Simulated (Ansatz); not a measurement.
A nudged elastic band was laid between two geometries of BCl3 + FH (6 atoms, charge 0, multiplicity 1).

Computed with RKS PBE0-D4/def2-SVP (Ansatz 0.2.0).

```json
{
 "movable images": "7",
 "climbing image": "yes",
 "spring": "5.0 eV/Å²",
 "optimiser": "quadratic models (default)",
 "start path": "through a guess of the saddle point",
 "force threshold": "0.03 eV/Å",
 "iteration limit": "60",
 "end points": "relaxed"
}
```

First end point:

```xyz
6
Properties=species:S:1:pos:R:3
B -0.001 0.326 0.025
Cl -0.001 0.557 1.775
Cl 1.510 0.324 -0.829
Cl -1.517 0.246 -0.818
F 0.069 -2.311 0.721
H 0.061 -1.873 1.537
```

Last end point:

```xyz
6
Properties=species:S:1:pos:R:3
B 0.017 -0.461 -0.590
Cl 0.015 0.031 2.649
Cl 1.517 0.334 -0.973
Cl -1.525 0.255 -0.959
F 0.051 -1.669 -0.060
H 0.044 -1.219 2.344
```

Question: What changes between the two ends?

Answer: Bonds broken: B1–Cl2, F5–H6. Bonds formed: B1–F5, Cl2–H6. BCl3 + FH becomes BCl2F + ClH.

Question: What energy profile does the band end with?

Answer: The run ended unconverged. The highest image is number 3 of 0 to 8, 49.5 kJ/mol above the first end and 110.1 kJ/mol above the last; the last end lies 60.6 kJ/mol below the first. The band didn't meet its force threshold, so its energies are provisional: the largest band force was still 0.15 eV/Å, and over the last iterations the top stayed at 0.51 eV. The orbitals stay closed-shell, which can raise the energy where a bond breaks towards radicals; this wasn't checked here.

| image | path coordinate (Å) | energy (kJ/mol) | B1–Cl2 (Å) | F5–H6 (Å) | B1–F5 (Å) |
| --- | --- | --- | --- | --- | --- |
| 0 | 0.00 | 0.0 | 1.77 | 0.93 | 2.73 |
| 1 | 0.40 | 4.9 | 1.78 | 0.93 | 2.29 |
| 2 | 0.81 | 22.6 | 1.85 | 0.96 | 1.84 |
| 3 | 1.21 | 49.5 | 2.02 | 1.16 | 1.55 |
| 4 | 1.52 | 16.0 | 2.22 | 1.47 | 1.41 |
| 5 | 1.82 | -28.8 | 2.52 | 1.74 | 1.35 |
| 6 | 2.13 | -51.9 | 2.86 | 1.98 | 1.33 |
| 7 | 2.43 | -59.2 | 3.11 | 2.24 | 1.32 |
| 8 | 2.74 | -60.6 | 3.28 | 2.45 | 1.32 |

The run took 12 min on 2 threads of Arm Neoverse V1 (shared host), peak memory 0.21 GiB.
